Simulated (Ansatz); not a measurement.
Molecule: CH$_{3}$BCl$_{2}$O (charge 0, singlet). SMILES: COB(Cl)Cl
Coordinates optimised at B3LYP-D3(BJ)/def2-TZVP (Ansatz, a first-principles code):
```xyz
8

B      0.0446     0.1687    -0.0755
Cl     1.1911     1.3242    -0.7458
Cl     0.6274    -1.4195     0.4519
O     -1.2366     0.5251     0.0162
C     -2.2715    -0.3134     0.5397
H     -2.0613    -0.5748     1.5764
H     -2.3585    -1.2245    -0.0517
H     -3.1954     0.2561     0.4811
```
Charge 0, spin multiplicity 1.

Quantity: vertical triplet-singlet gap (E(triplet) - E(singlet); each state is the SCF solution reached for its spin; for the triplet the Hartree-Fock reference is unstable and T1 is 0.024), in kcal/mol. Correlated levels leave the core frozen unless marked. UHF or UKS for open shells. No spin-orbit coupling. No relativistic terms. CBS(X,Y): correlation extrapolated as X^-3; Hartree-Fock from the larger set. The program attaches cautions to a run behind CCSD/aug-cc-pV(D+d)Z: other roots. The program attaches cautions to a run behind CCSD(T)/aug-cc-pV(D+d)Z: other roots.

```
level                                        program  vertical triplet-singlet gap (kcal/mol)
-------------------------------------------  -------  ---------------------------------------
HF/aug-cc-pV(T+d)Z                            Ansatz                                    158.1
HF/aug-cc-pV(Q+d)Z                            Ansatz                                    158.0
SVWN5/def2-TZVPD                              Ansatz                                    142.2
PBE/def2-TZVPD                                Ansatz                                    140.7
r2SCAN/def2-TZVPD                             Ansatz                                    145.9
B3LYP/def2-TZVPD                              Ansatz                                    151.4
PBE0/def2-TZVPD                               Ansatz                                    152.7
BHLYP/def2-TZVPD                              Ansatz                                    163.4
CAM-B3LYP/def2-TZVPD                          Ansatz                                    159.9
wB97M-V/def2-TZVPD                            Ansatz                                    166.4
wB97X-V/def2-TZVPD                            Ansatz                                    166.4
B2PLYP/def2-TZVPD                             Ansatz                                    163.9
RI-MP2/aug-cc-pV(T+d)Z                        Ansatz                                    186.1
RI-MP2/aug-cc-pV(Q+d)Z                        Ansatz                                    186.6
RI-MP2/CBS(aug-cc-pV(T+d)Z,aug-cc-pV(Q+d)Z)   Ansatz                                    187.0
CCSD/aug-cc-pV(D+d)Z                          Ansatz                                    172.5
CCSD(T)/aug-cc-pV(D+d)Z                       Ansatz                                    170.6
```
